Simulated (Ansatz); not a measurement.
Relaxed structures of AlBSiNH5, singlet (PBE0-D4/def2-TZVP; forces vanish, vibrations not checked; lower isomers may exist, and structures with a doubtful reference or unclear bonds are left out; Å). Program: Ansatz 0.2.0. Basis: def2-TZVPP. Cores are frozen in the correlated methods.

(1) Rank them by CCSD(T) energy, lowest first, and give each one's height above the lowest. Links in brackets join atoms within 1.22 times the sum of their covalent radii (1.1 for two metals). (Judge from chemistry; the value comes from the calculation.)
A.
a complex of AlBSiNH₃ ([N]1[B]2[SiH2][AlH]12) + H₂
```
9
angstrom
B -0.5155 0.0436 1.2445
N -0.5918 0.7637 0.1718
Al 0.6729 -0.3709 -0.5070
Si 0.5920 -1.5414 1.6621
H -1.6378 2.8246 -1.1921
H -1.8976 3.3853 -1.6146
H 1.3410 -0.3483 -1.9281
H -0.1809 -2.7878 1.8872
H 1.5872 -1.3271 2.7417
```
B.
AlBSiNH₅ ([BH]1[NH][SiH2][AlH]1)
```
9
angstrom
B -0.1074 0.7747 -1.2234
N -0.7293 0.7000 0.0364
Al 1.2945 -0.8029 -0.8688
Si -0.0792 -0.5481 1.1458
H -1.4934 1.3227 0.2773
H -0.4588 1.5715 -2.0469
H 2.4955 -1.6918 -1.4117
H -1.1813 -1.4725 1.5555
H 0.3721 0.1010 2.4155
```
C.
AlBSiNH₅ ([BH][N][AlH][SiH3])
```
9
angstrom
B -1.1338 1.7435 -1.1203
N -0.3499 0.8080 -0.8392
Al 0.7316 -0.5202 -0.3844
Si 0.4411 -1.4814 1.8524
H -1.8669 2.6197 -1.3856
H 1.3790 -2.6059 2.1319
H 1.8139 -1.0055 -1.4361
H -0.9457 -2.0013 2.0328
H 0.6581 -0.4478 2.9064
```
D.
AlBSiNH₅ ([Al][NH][BH][SiH3])
```
9
angstrom
B -0.8463 0.6499 -0.2921
N 0.1279 0.5990 -1.2949
Al 1.7398 -0.2059 -0.8764
Si -0.5959 -0.1011 1.5835
H -1.9176 1.1589 -0.4998
H -0.1220 1.0095 -2.1871
H -0.7721 0.9852 2.5892
H -1.6283 -1.1425 1.8520
H 0.7322 -0.7335 1.8659
```

T1 diagnostic: at most 0.018.

Answers

(1) By the calculation: C (0.0 kJ/mol), D (6.6 kJ/mol), B (65.6 kJ/mol), A (195.7 kJ/mol). Heights count from the lowest.

For scale, one of the runs: CCSD(T)/def2-TZVPP, 216 basis functions, launched by `ansatz run in.yaml --threads 2 --pin off --events-out ev --progress --plain --max-ram 4352MiB`. The run took 57 s on 2 CPU threads of an Arm Neoverse V2 (shared host), with 2.9 GiB of host memory at its peak.
